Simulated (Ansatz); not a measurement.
Ansatz results at the PBE0-D4/def2-TZVP geometry: HOMO energy (PBE0/def2-TZVPP) -7.57 eV; LUMO energy (PBE/def2-TZVPP) -1.59 eV; HOMO–LUMO gap (PBE/def2-TZVPP) 4.71 eV.

Each molecule was computed in one conformer, which needn't be the lowest.

Task: Which molecule gave them?
A. `CS[SiH](N)F`
B. `[NH2][GeH]([OH])[SH]`
C. `CC[SiH]([AlH2])S`
D. `SCOBCl`

Result: D. The others give `CS[SiH](N)F`: -7.03, -0.62, 5.18; `[NH2][GeH]([OH])[SH]`: -7.43, -0.69, 5.41; `CC[SiH]([AlH2])S`: -6.65, -1.37, 4.28.
